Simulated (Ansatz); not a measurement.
```xyz
12

C    -1.651   -1.338   -0.830
C    -1.009   -0.298   -0.291
O    -1.636    0.855    0.078
Ga    0.938   -0.353    0.023
C     1.881    1.178    0.803
H    -2.725   -1.336   -1.015
H    -1.106   -2.232   -1.105
H    -2.580    0.784   -0.114
H     1.651   -1.689   -0.401
H     2.578    1.599    0.073
H     2.474    0.868    1.668
H     1.186    1.960    1.110
```

The species carries charge 0 and has multiplicity 1.

(1) List the PBE/def2-TZVPP orbital energies in eV (Ansatz). (An estimate is asked.)

Answers

(1) The calculation gave: Occupied: -10093.21, -1233.15, -1092.88, -1092.75, -1092.74, -510.97, -270.09, -268.59, -268.39, -142.90, -97.57, -97.22, -97.19, -26.37, -19.65, -19.45, -19.43, -19.38, -19.35, -18.18, -16.59, -14.92, -11.92, -11.54, -9.84, -9.54, -9.52, -9.33, -8.75, -6.85, -6.59, -5.64. Lowest empty: -2.13, 0.18, 0.18, 0.28, 1.05, 1.85, 1.94, 2.46.
